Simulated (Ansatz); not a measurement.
`[GaH2][BH][SiH2]I`. Total charge 0; spin multiplicity 1. I takes the def2 core potential. Geometry: relaxed with PBE0-D4/def2-TZVP. It is one conformer, not always the lowest.

```xyz
9

Ga   -1.602   -1.086    0.147
B     0.409   -0.624    0.054
Si    1.099    1.184    0.307
I     0.896    0.657   -2.140
H    -2.165   -1.821    1.428
H    -2.651   -0.727   -0.971
H     1.260   -1.465    0.012
H     2.516    1.520    0.591
H     0.238    2.362    0.573
```

**Question.** What is the dipole moment at PBE/def2-TZVPP? (Best estimate.)

**Answer.** Ansatz gave: 1.65 D, with components (1.20, 1.12, 0.15) D in this frame, pointing from negative to positive charge.

**Question.** And with r2SCAN, B3LYP, ωB97M-V? (An estimate is asked.)

**Answer.** Computed: r2SCAN 1.67 D, B3LYP 1.71 D, ωB97M-V 1.71 D.

**Question.** Give the Mulliken charges with PBE, r2SCAN, ωB97M-V in def2-TZVPP. (Best estimate.)

**Answer.** The calculation gave: 
| atom | PBE | r2SCAN | ωB97M-V |
| --- | --- | --- | --- |
| Ga1 | -0.01 | 0.07 | 0.03 |
| B2 | -0.05 | -0.07 | -0.21 |
| Si3 | 0.13 | 0.23 | 0.13 |
| I4 | 0.00 | -0.04 | -0.03 |
| H5 | -0.05 | -0.07 | -0.04 |
| H6 | -0.04 | -0.07 | -0.03 |
| H7 | 0.09 | 0.06 | 0.15 |
| H8 | -0.04 | -0.06 | 0.00 |
| H9 | -0.04 | -0.06 | 0.00 |

B3LYP here is the variant with VWN-RPA as its local correlation; programs differ in this.
